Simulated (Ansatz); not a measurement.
Relaxation of ClH₆NOSiZn (11 atoms, charge 0, multiplicity 1), to a largest force component of 0.03 eV/Å in at most 50 steps.

Level of theory: RHF/def2-SVP (Ansatz).

```xyz
11
Properties=species:S:1:pos:R:3
Zn -0.936 -0.122 -0.355
Cl 0.901 -1.124 2.373
O 0.084 0.173 -1.783
H 0.899 -0.283 -1.927
N -2.195 -0.429 1.047
H -2.699 -1.295 0.933
Si -3.064 0.757 1.950
H -3.697 0.146 3.147
H -2.101 1.802 2.386
H -4.145 1.455 1.198
H -0.421 -1.015 2.312
```

Task: Where does it end, and by what steps?

Result: The run converged. After 10 steps the energy has fallen by 0.072 eV; H9 moved furthest, 0.39 Å.

```tsv
step	energy less start (eV)	largest force component (eV/Å)	accepted
0	0.0000	1.324	yes
1	-0.0476	0.647	yes
2	-0.0117	1.979	no
3	-0.0542	0.692	yes
4	-0.0645	0.064	yes
5	-0.0688	0.066	yes
6	-0.0670	0.234	no
7	-0.0709	0.047	yes
8	-0.0713	0.083	yes
9	-0.0717	0.063	yes
10	-0.0722	0.027	yes
```

```xyz
11
Properties=species:S:1:pos:R:3
Zn -0.938 -0.163 -0.312
Cl 0.752 -1.361 2.181
O 0.115 0.115 -1.717
H 1.046 -0.026 -1.671
N -2.197 -0.425 1.052
H -2.700 -1.296 0.984
Si -3.051 0.788 1.936
H -3.402 0.328 3.305
H -2.169 1.979 2.040
H -4.319 1.234 1.298
H -0.512 -1.108 2.184
```

Whether the end is a true minimum wasn't checked by a vibrational analysis.

The run took 27 s on 2 threads of Arm Neoverse V2 (shared host), peak memory 0.31 GiB.
